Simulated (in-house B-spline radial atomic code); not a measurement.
# Ge IV (Ge3+): [Ar] 3d10 4s1

Method: Dirac-Kohn-Sham OLYP, spherical fractional occupations, Fermi nucleus of rms radius 4.0742 fm. Calculated with an all-electron radial atomic-structure program (B-spline basis).

Effective charges: Z_r = [3n² - l(l+1)]/(2<r>) from the radius, Z_e = n√(-2ε) from the energy, and Slater's rules. Values are occupation-weighted means over j.

| shell | electrons | ε (eV) | <r> (bohr) | Z_r | Z_e | Slater |
| --- | --- | --- | --- | --- | --- | --- |
| 1s | 2 | -10991 | 0.04701 | 31.91 | 28.42 | 31.70 |
| 2s | 2 | -1406.7 | 0.2097 | 28.61 | 20.34 | 27.85 |
| 2p | 6 | -1234 | 0.1836 | 27.24 | 19.05 | 27.85 |
| 3s | 2 | -202.92 | 0.6236 | 21.65 | 11.59 | 20.75 |
| 3p | 6 | -150.07 | 0.6456 | 19.36 | 9.96 | 20.75 |
| 3d | 10 | -63.448 | 0.7203 | 14.58 | 6.48 | 10.85 |
| 4s | 1 | -39.892 | 1.866 | 12.86 | 6.85 | 6.70 |

The least bound orbital is 4s1/2 at -39.89 eV, and it is also the most diffuse (<r> = 1.866 bohr).

Spin-orbit splittings of the orbital energies (j = l + 1/2 above j = l - 1/2 when positive): 2p 31.88 eV, 3p 4.281 eV, 3d 0.5977 eV.

For the 1s electron the small component carries 1.34 % of the norm, the zero-frequency Breit interaction raises the level by 16.18 eV, self-energy by 8.387 eV, and vacuum polarisation lowers it by 0.8088 eV.
